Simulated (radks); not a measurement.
Valence configurations of Sn (all share [Kr]). All-electron calculation, scalar-relativistic Kohn-Sham, r2SCAN, spin-polarised, spherical densities, finite nucleus; open shells are filled with parallel spins first (spin-orbit coupling, left out, can overturn this in heavy ions); meta-GGA in the generalised Kohn-Sham scheme; Fermi nuclear charge, rms radius 4.6519 fm. Program: a radial shooting solver on a logarithmic mesh with Libxc functionals. Energies are relative to 4d10 5s2 5p2; eigenvalues in eV for spin up.

| valence | E (eV) | moment (Bohr magnetons) | e(4d) | e(5p) | e(5s) |
|---|---|---|---|---|---|
| 4d10 5s2 5p2 | 0.000 | 2 | -26.491 | -4.398 | -11.492 |
| 4d9 5s2 5p3 | 23.710 | 4 | -32.698 | -5.791 | -13.808 |
| 4d9.5 5s2 5p2.5 | 11.415 | 3 | -29.602 | -5.108 | -12.675 |
| 4d8.5 5s2 5p3.5 | 38.256 | 4 | -35.981 | -6.297 | -14.758 |
| 4d10 5s1 5p3 | 4.341 | 4 | -27.618 | -5.319 | -12.801 |
| 4d9.5 5s1 5p3.5 | 17.423 | 4 | -31.020 | -6.004 | -13.965 |
| 4d7.5 5s1 5p5.5 | 78.565 | 4 | -43.826 | -7.839 | -17.447 |
| 4d10 5p4 | 14.539 | 2 | -29.513 | -5.696 | - |
| 4d9 5s1 5p4 | 31.422 | 4 | -34.304 | -6.542 | -14.952 |
| 4d9 5s1.5 5p3.5 | 27.639 | 4 | -33.486 | -6.149 | -14.362 |

NIST lists [Kr] 4d10 5s2 5p2 as the ground configuration; this level of theory agrees among the configurations tried. The energies are those of spherical high-spin densities, not of single terms.
